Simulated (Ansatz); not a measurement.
One change: `C=C(S)S` becomes `C=[C](S)[AlH][OH]`.

Ansatz, PBE0-D4/def2-TZVP geometries, multiplicity 1. Each molecule was computed in one conformer, which needn't be the lowest.

```csv
property,`C=C(S)S`
HOMO energy (PBE0/def2-TZVPP) / eV,-6.59
size of the dipole moment (B3LYP/def2-TZVPP) / D,1.17
zero-point energy (PBE0-D4/def2-TZVP) / kJ/mol,134.3
HOMO–LUMO gap (PBE0/def2-TZVPP) / eV,6.12
HOMO–LUMO gap (B3LYP/def2-TZVPP) / eV,5.68
LUMO energy (B3LYP/def2-TZVPP) / eV,-0.69
```

Q: Give the same properties after the change, and the shifts. (Estimate.)

A: The calculation gave: 
```
                                        property  `C=[C](S)[AlH][OH]`  shift
              HOMO energy (PBE0/def2-TZVPP) / eV                -6.46   0.13
size of the dipole moment (B3LYP/def2-TZVPP) / D                 1.89   0.72
  zero-point energy (PBE0-D4/def2-TZVP) / kJ/mol                163.1   28.8
            HOMO–LUMO gap (PBE0/def2-TZVPP) / eV                 5.20  -0.92
           HOMO–LUMO gap (B3LYP/def2-TZVPP) / eV                 4.77  -0.91
             LUMO energy (B3LYP/def2-TZVPP) / eV                -1.46  -0.77
```

With PBE0 the HOMO rises by 0.13 eV and the LUMO falls by 0.79 eV, so the gap narrows by about 0.92 eV. PBE moves the HOMO by 0.10 eV and ωB97M-V by 0.13 eV. The zero-point energy changes by 28.8 kJ/mol with +6 modes. Dipoles are sizes alone; their direction can turn.

B3LYP here is the variant with VWN-RPA as its local correlation; programs differ in this.
